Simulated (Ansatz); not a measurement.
A made-up structure of InNH3, doublet:

```
5
angstrom
N -0.2583 0.4549 -0.3329
In 0.8407 -1.1421 0.3649
H 0.5448 -1.5768 2.0131
H -1.1319 0.2351 -0.8114
H 0.1811 1.3735 -0.2745
```

It is relaxed with PBE-D4/def2-SVP and then PBE0-D4/def2-TZVP (Ansatz 0.2.0). Atoms count as bonded within 1.22 times the sum of their covalent radii (H–H: 0.88 Å). The end point is not checked to be a true minimum.

(1) Does its bonding change? (A judgement: the text doesn't fix the answer.)

Answers

(1) The calculation gives: No: no bond forms or breaks.

Where it ends: The first stage lowers the energy by 0.43 eV in 19 steps. It ends as InNH₃ ([NH2][InH]):
N1  (-0.418, 0.379, -0.283)
In2  (0.293, -1.395, 0.420)
H3  (1.029, -1.364, 2.020)
H4  (-0.701, 0.476, -1.246)
H5  (-0.027, 1.249, 0.049)
(Å)

Labels in which every atom is bracketed show which atoms are joined, not bond orders.

For scale, one of the runs: PBE0-D4/def2-TZVP relaxation, 99 basis functions, launched by `ansatz run in.yaml --threads 2 --pin off --events-out ev --progress --plain --max-ram 4352MiB`. The run took about 35 s on 2 CPU threads of an Arm Neoverse N1 (shared host).
